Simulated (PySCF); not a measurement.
B3LYP has the VWN-RPA correlation part, as in Gaussian. Excitations are Tamm–Dancoff values on a coarser integration grid. The basis has no diffuse functions, so Rydberg states are missing or too high.

Cartesian coordinates (Å):
SMILES: S[Si](Br)(Br)Br
```xyz
6

S      1.5687    -0.0816     0.8524
Si    -0.3966     0.0087     0.0637
Br    -0.8416    -1.7133    -1.2633
Br    -0.7386     1.8602    -1.1106
Br    -1.7415    -0.0276     1.8194
H      2.1497    -0.0465    -0.3616
```
Charge 0, spin multiplicity 1.

Question: What is the computed dipole moment, S1 oscillator strength, S1 excitation (TDA), HOMO, total energy, S1–T1 gap (TDA), LUMO and HOMO–LUMO gap (B3LYP-D3(BJ)/def2-TZVP in PySCF)?

Answer: 
```
Item                           Result
----------------------  -------------
dipole moment                  1.02 D
S1 oscillator strength          0.003
S1 excitation (TDA)           5.03 eV
HOMO                         -7.80 eV
total energy            -8411.0921 Ha
S1–T1 gap (TDA)               0.31 eV
LUMO                         -1.75 eV
HOMO–LUMO gap                 6.05 eV
```
